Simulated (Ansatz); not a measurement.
Cost and result for the atomization energy of `[NH2][Cu-][NH3+]` (8 atoms, 7 bonds).

Charge 0, multiplicity 1. For Cu the d shell is correlated and the shells below it are frozen. Scalar relativity is left out up to krypton. The geometry is a stationary point of PBE0-D4/def2-TZVP. It is one conformer, not always the lowest. Program: Ansatz. All runs use 4 threads of a server CPU on a shared host. Times are those of one run each, without the atoms' runs, and a repeat can differ threefold. Electronic energies, without spin–orbit coupling; frozen cores. CCSD(T)/CBS adds CCSD(T) − MP2 in def2-TZVPP to the MP2 limit, and its time is that of the two runs behind it. T1 = 0.024. With those shells the extrapolation isn't a true limit. HSE06 is the plane-wave form, built on full-range PBE exchange.

CCSD(T)/CBS is a level of theory with its own doubt, some kJ/mol a heavy atom from the limit and from the frozen cores, so smaller differences don't rank the functionals.

```tsv
level	functions	wall time	atomization (kcal/mol)	difference from CCSD(T)/CBS	per bond
BLYP-D4/def2-TZVPP	196	1.4 s	586.8	5.7	0.8
PBE-D4/def2-TZVPP (with forces)	196	1.7 s	592.0	10.9	1.6
PBE0-D4/def2-TZVPP	196	1.8 s	570.4	-10.7	-1.5
CCSD(T)/def2-SVP	84	2.1 s	527.8	-53.3	-7.6
HSE06-D4/def2-TZVPP	196	2.6 s	570.7	-10.4	-1.5
r2SCAN-D4/def2-TZVPP (with forces)	196	3.1 s	576.8	-4.3	-0.6
r2SCANh-D4/def2-TZVPP	196	3.3 s	569.6	-11.5	-1.7
B2PLYP/def2-TZVPP	196	3.3 s	574.0	-7.1	-1.0
ωB97X-V/def2-TZVPP	196	5.5 s	579.0	-2.1	-0.3
ωB97M-V/def2-TZVPP (with forces)	196	7.5 s	580.5	-0.6	-0.1
MP2/def2-QZVPP	364	12 s	581.6	0.5	0.1
CCSD(T)/def2-TZVPP	196	45 s	559.0	-22.1	-3.2
CCSD(T)/CBS(def2)	–	56 s	581.1	0.0	0.0
```

At CCSD(T), def2-SVP lies −53.3 kcal/mol from the extrapolated value and def2-TZVPP −22.2 kcal/mol: correlation converges slowly with the basis, and small sets miss more of it in the bonded molecule than in its fragments. From PBE to PBE0 (25 % exact exchange), in def2-TZVPP and without D4, the atomization energy moves by −21.2 kcal/mol: exact exchange takes away binding that semilocal exchange gives to molecules. In def2-TZVPP, CCSD(T) changes the Hartree–Fock value by +203.0 kcal/mol (the triples alone add +12.2 kcal/mol) and MP2 by +212.3 kcal/mol; breaking electron pairs costs correlation energy, which Hartree–Fock lacks.
